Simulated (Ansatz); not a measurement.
Job for Ansatz (a program for electronic structure): U-CCSD(T)/def2-SVPD on CH4Mg (SMILES [CH3][MgH]), a point of a bond scan (R = 1.875 Å).

Ansatz 0.2 input:
```yaml
crystal:
  periodic: [false, false, false]
  atoms:
    - {symbol: Mg, position_ang: [-0.72811638, -0.38870869, -0.10748715]}
    - {symbol: H, position_ang: [-2.36822387, -1.26428855, -0.34960571]}
    - {symbol: C, position_ang: [1.09920338, 0.58681540, 0.16226835]}
    - {symbol: H, position_ang: [1.57194580, 0.30753294, 1.10855994]}
    - {symbol: H, position_ang: [0.98072795, 1.67440410, 0.17040784]}
    - {symbol: H, position_ang: [1.80862578, 0.34636524, -0.63513709]}
basis:
  gaussian:
    orbitals: def2-SVPD
correlation: {method: ccsd_t, electrons: outside_noble_gas}
scf: {omitted_lower_state_checks: [cluster_reference]}
magnetization: {spin_polarized: true, initial_magnetization: 0}
```

The log:

```
WARN ansatz: RAYON_NUM_THREADS=1 ignored (pool sized by the plan → 1); use --threads N
Functional definition: HF
these checks for a lower state are left out or cut short: cluster_reference
integrals: 0.08 GiB planned
673 factors; integrals over basis functions are off by at most 1.2e-3 eV
mean field: 0.17 GiB planned
mean field evaluation 1: about -6519.9118 eV, gradient 1.7e1 eV
mean field evaluation 2: about -6519.9321 eV, gradient 1.7e1 eV
mean field evaluation 4: about -6521.6939 eV, gradient 1.3e0 eV
mean field evaluation 8: about -6521.7148 eV, gradient 4.0e-4 eV
mean field -6521.71477102 eV, -239.6685972579 hartree, gradient 8.5e-7 eV, S^2 0.000000; 0 other end points of the search recorded, 0 dependent functions left out
6 core orbitals not correlated
reference -6521.71477102 eV, -239.6685972579 hartree; 5, 5 occupied and 62, 62 virtual orbitals, 673 factors
second order -5.44788300 eV of doubles, -0.00000000 eV of singles
coupled cluster: 0.24 GiB planned
cycle   1  -5.96698319 eV  change   -5.2e-1 eV  update   5.9e-2
cycle   2  -6.17960571 eV  change   -2.1e-1 eV  update   2.1e-2
cycle   3  -6.20337222 eV  change   -2.4e-2 eV  update   7.0e-3
cycle   4  -6.20310353 eV  change    2.7e-4 eV  update   2.6e-3
cycle   5  -6.20276660 eV  change    3.4e-4 eV  update   9.4e-4
cycle   6  -6.20267555 eV  change    9.1e-5 eV  update   3.0e-4
cycle   7  -6.20268315 eV  change   -7.6e-6 eV  update   9.5e-5
cycle   8  -6.20269116 eV  change   -8.0e-6 eV  update   3.3e-5
cycle   9  -6.20268575 eV  change    5.4e-6 eV  update   9.1e-6
perturbative correction -0.17274157 eV, -0.0063481356 hartree
Total energy: -6528.09019834 eV, -239.9028898906 hartree
Checks for a lower state left out: cluster_reference
```

The calculation finished and met its thresholds.

Cost: very roughly 3 core-seconds.
